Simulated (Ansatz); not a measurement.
```yaml
crystal:
  periodic: [false, false, false]
  atoms:
    - {symbol: O, position_ang: [-0.196905, -1.308379, 0.776219]}
    - {symbol: W, position_ang: [-0.102849, 0.399086, -0.040368]}
    - {symbol: O, position_ang: [1.645664, -0.040916, -0.500664]}
    - {symbol: F, position_ang: [-1.966795, 0.191499, -0.120944]}
    - {symbol: F, position_ang: [-0.340635, 1.253443, -1.679179]}
    - {symbol: S, position_ang: [0.152321, 1.868942, 1.448880]}
    - {symbol: H, position_ang: [-1.064963, -1.618886, 1.051331]}
    - {symbol: H, position_ang: [1.966363, -0.801889, -0.990975]}
basis:
  gaussian: {orbitals: def2-TZVP}
hamiltonian: {xc: {name: wB97}}
accuracy: high
output: {forces: true}
```

```sh
$ ansatz run in.yaml --threads 4 --pin off --events-out ev --progress --plain --max-ram 11315MiB
```

Shortened log:

```
Functional definition: wB97
3724 factors; integrals over basis functions are off by at most 2.2e-8 eV
727 factors; integrals over basis functions are off by at most 2.1e-9 eV
mean field evaluation 1: about -22216.9382 eV, gradient 9.1e1 eV
mean field evaluation 2: about -22185.8470 eV, gradient 1.7e2 eV
mean field evaluation 4: about -22230.5163 eV, gradient 7.8e0 eV
mean field evaluation 8: about -22230.6417 eV, gradient 6.4e-1 eV
mean field evaluation 16: about -22230.6426 eV, gradient 1.0e-3 eV
mean field evaluation 32: about -22230.6426 eV, gradient 1.0e-7 eV
mean field -22230.64255757 eV, -816.9610455198 hartree, gradient 1.0e-7 eV, S^2 0.000000; 0 other end points of the search recorded, 0 dependent functions left out
reference -22230.64255645 eV, -816.9610454789 hartree; 33, 33 occupied and 180, 180 virtual orbitals, 3724 factors
Total energy: -22230.64255645 eV, -816.9610454789 hartree
Atom 0 at    -0.196905    -1.308379     0.776219 Å, force    -0.033216    -0.106662    -0.029979 eV/Å
Atom 1 at    -0.102849     0.399086    -0.040368 Å, force     0.275237     0.685662     0.781599 eV/Å
Atom 2 at     1.645664    -0.040916    -0.500664 Å, force     0.019884    -0.063987    -0.098564 eV/Å
Atom 3 at    -1.966795     0.191499    -0.120944 Å, force    -0.212169    -0.066422    -0.052774 eV/Å
Atom 4 at    -0.340635     1.253443    -1.679179 Å, force    -0.018344     0.033505    -0.181644 eV/Å
Atom 5 at     0.152321     1.868942     1.448880 Å, force    -0.074408    -0.420028    -0.450075 eV/Å
Atom 6 at    -1.064963    -1.618886     1.051331 Å, force    -0.011886    -0.048374     0.028813 eV/Å
Atom 7 at     1.966363    -0.801889    -0.990975 Å, force     0.054902    -0.013694     0.002624 eV/Å
Dipole moment:     0.168201    -0.550914    -0.065089 e Å
```

Hardware: 4 threads of an Arm Neoverse V2 on a shared host. Wall time 32 s, peak host memory 1.6 GiB.
